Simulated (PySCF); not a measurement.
## Ge⁺ (germanium, charge +1) across methods

[Ar] 3d10 4s2 4p1, 2P determinant. Computed with PySCF 2.14 in aug-cc-pVDZ-DK (6s5p3d, 36 functions), with the spin-free X2C one-electron Hamiltonian (Gaussian nucleus).

```json
{"method": "PBE0", "E (hartree)": "-2098.077", "mean ε 4s α (eV)": "-21.503", "mean ε 4s β (eV)": "-20.361", "mean ε 4p α (eV)": "-12.821", "Σ⟨r²⟩ (bohr²)": "28.19", "⟨S²⟩": "0.753"}
{"method": "TPSSh", "E (hartree)": "-2098.294", "mean ε 4s α (eV)": "-20.800", "mean ε 4s β (eV)": "-19.684", "mean ε 4p α (eV)": "-12.266", "Σ⟨r²⟩ (bohr²)": "28.12", "⟨S²⟩": "0.753"}
{"method": "r2SCANh", "E (hartree)": "-2098.298", "mean ε 4s α (eV)": "-21.060", "mean ε 4s β (eV)": "-20.012", "mean ε 4p α (eV)": "-12.486", "Σ⟨r²⟩ (bohr²)": "28.09", "⟨S²⟩": "0.755"}
{"method": "PBE", "E (hartree)": "-2098.050", "mean ε 4s α (eV)": "-20.191", "mean ε 4s β (eV)": "-19.373", "mean ε 4p α (eV)": "-11.711", "Σ⟨r²⟩ (bohr²)": "28.21", "⟨S²⟩": "0.752"}
{"method": "UHF", "E (hartree)": "-2096.68721", "mean ε 4s α (eV)": "-24.618", "mean ε 4s β (eV)": "-22.318", "mean ε 4p α (eV)": "-15.537", "Σ⟨r²⟩ (bohr²)": "28.66", "⟨S²⟩": "0.760"}
{"method": "M06-L", "E (hartree)": "-2098.266", "mean ε 4s α (eV)": "-20.251", "mean ε 4s β (eV)": "-19.338", "mean ε 4p α (eV)": "-11.656", "Σ⟨r²⟩ (bohr²)": "28.04", "⟨S²⟩": "0.752"}
{"method": "r2SCAN", "E (hartree)": "-2098.311", "mean ε 4s α (eV)": "-20.571", "mean ε 4s β (eV)": "-19.630", "mean ε 4p α (eV)": "-12.086", "Σ⟨r²⟩ (bohr²)": "28.07", "⟨S²⟩": "0.755"}
{"method": "LDA", "E (hartree)": "-2095.037", "mean ε 4s α (eV)": "-20.463", "mean ε 4s β (eV)": "-19.738", "mean ε 4p α (eV)": "-11.706", "Σ⟨r²⟩ (bohr²)": "28.11", "⟨S²⟩": "0.751"}
{"method": "BHandHLYP", "E (hartree)": "-2098.315", "mean ε 4s α (eV)": "-22.722", "mean ε 4s β (eV)": "-21.402", "mean ε 4p α (eV)": "-13.719", "Σ⟨r²⟩ (bohr²)": "28.28", "⟨S²⟩": "0.753"}
```
